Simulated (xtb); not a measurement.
I$_{3}$Sn (SMILES [I][Sn-]([I])[I]), charge -1, singlet, from a rough starting geometry (GFN-xTB shapes and energies of metal compounds can be far from the true ones).

Here is a job for xtb.
```
$ xtb mol.xyz --gfn 2 --chrg -1 --opt vtight --json

# file mol.xyz
4

Sn    -0.03948736     0.00977658     0.97637604
I     -1.96881292    -1.57275167    -0.35110545
I     -0.39313569     2.54453402    -0.29609554
I      2.36523392    -0.95157403    -0.30262306
```

### Question
What does this run give for the HOMO-LUMO gap, total energy at the end of the optimisation?

### Answer

The HOMO-LUMO gap comes out as 5.87 eV and the total energy at the end of the optimisation is -14.0642 Eh.
